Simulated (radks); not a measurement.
Spherical jellium clusters: N electrons in a uniform positive sphere of charge N and radius rs N^(1/3), rs = 4.57 bohr. Level of theory: non-relativistic Kohn-Sham, LDA (Slater exchange, Perdew-Wang correlation), spin-polarised, spherical densities (a radial shooting solver with Libxc functionals). Levels are named by radial order and angular momentum (1s, 1p, 1d, 2s, ...), and open shells are averaged over m. Each electron was tried in the lowest free levels, single moves between levels near the top were tried too, and the lowest total energy was kept; such a search can miss a lower state. Energies include the self-energy of the background; IP and EA are vertical (highest electron removed, lowest free level filled), at fixed background; spill-out counts the electrons outside the background radius R, and alpha is the static dipole polarisability from linear response (closed shells only). A dash means not computed or, for alpha, an open shell; in EA it means that no bound solution was reached, which is typical of self-interaction and does not show that the anion is unstable. Real open-shell clusters deform, which this model forbids.

| N | open shells | 2S | E/N (eV) | E(N+1) + E(N-1) - 2E(N) (eV) | -e(HOMO) (eV) | alpha/R^3 |
|---|---|---|---|---|---|---|
| 1 | 1s(up 1, down 0) | 1 | -1.313 | - | 2.763 | - |
| 2 | none | 0 | -1.681 | 0.881 | 2.877 | 1.529 |
| 3 | 1p(up 1, down 0) | 1 | -1.510 | -0.550 | 2.027 | - |
| 4 | 1p(up 2, down 0) | 2 | -1.562 | -0.370 | 2.461 | - |
| 5 | 1p(up 3, down 0) | 3 | -1.668 | 0.274 | 2.735 | - |
| 6 | 1p(up 3, down 1) | 2 | -1.692 | -0.302 | 2.493 | - |
| 7 | 1p(up 3, down 2) | 1 | -1.753 | -0.216 | 2.737 | - |
| 8 | none | 0 | -1.825 | 0.943 | 2.910 | 1.366 |
| 9 | 1d(up 1, down 0) | 1 | -1.777 | -0.221 | 2.023 | - |
| 10 | 1d(up 2, down 0) | 2 | -1.760 | -0.186 | 2.233 | - |
| 11 | 1d(up 3, down 0) | 3 | -1.764 | -0.157 | 2.402 | - |
| 12 | 1d(up 4, down 0) | 4 | -1.779 | -0.134 | 2.541 | - |
| 13 | 1d(up 5, down 0) | 5 | -1.803 | 0.294 | 2.657 | - |
| 14 | 1d(up 5, down 1) | 4 | -1.802 | -0.145 | 2.383 | - |
| 15 | 1d(up 5, down 2) | 3 | -1.811 | -0.124 | 2.516 | - |
| 16 | 1d(up 5, down 3) | 2 | -1.827 | -0.107 | 2.629 | - |
| 17 | 1d(up 5, down 4) | 1 | -1.847 | -0.093 | 2.724 | - |
| 18 | none | 0 | -1.870 | 0.187 | 2.807 | 1.280 |
| 19 | 2s(up 1, down 0) | 1 | -1.881 | 0.193 | 2.618 | - |
| 20 | none | 0 | -1.881 | 0.258 | 2.457 | 1.307 |
| 21 | 1f(up 1, down 0) | 1 | -1.868 | -0.100 | 2.223 | - |
| 22 | 1f(up 2, down 0) | 2 | -1.862 | -0.091 | 2.315 | - |
| 23 | 1f(up 3, down 0) | 3 | -1.860 | -0.083 | 2.397 | - |
| 24 | 1f(up 4, down 0) | 4 | -1.861 | -0.076 | 2.472 | - |
| 25 | 1f(up 5, down 0) | 5 | -1.865 | -0.069 | 2.539 | - |
| 26 | 1f(up 6, down 0) | 6 | -1.872 | -0.064 | 2.600 | - |
| 27 | 1f(up 7, down 0) | 7 | -1.881 | 0.254 | 2.656 | - |
| 28 | 1f(up 7, down 1) | 6 | -1.880 | -0.074 | 2.409 | - |
| 29 | 1f(up 7, down 2) | 5 | -1.881 | -0.068 | 2.479 | - |
| 30 | 1f(up 7, down 3) | 4 | -1.885 | -0.062 | 2.542 | - |
| 31 | 1f(up 7, down 4) | 3 | -1.890 | -0.057 | 2.600 | - |
| 32 | 1f(up 7, down 5) | 2 | -1.897 | -0.053 | 2.653 | - |
| 33 | 1f(up 7, down 6) | 1 | -1.905 | -0.050 | 2.702 | - |
| 34 | none | 0 | -1.914 | 0.309 | 2.747 | 1.223 |
| 35 | 2p(up 1, down 0) | 1 | -1.914 | -0.034 | 2.447 | - |
| 36 | 2p(up 2, down 0) | 2 | -1.915 | -0.025 | 2.489 | - |
| 37 | 2p(up 3, down 0) | 3 | -1.916 | - | 2.523 | - |

All shells are closed at N = 2, 8, 18, 20, 34 (there: 1s2 1p6 1d10 2s2 1f14); the second difference of the energy has clear peaks (12 % above both neighbours; the first and last values, which can be the largest, are not judged, and half-filled shells can peak too) at N = 5, 8, 13, 20, 27, 34.
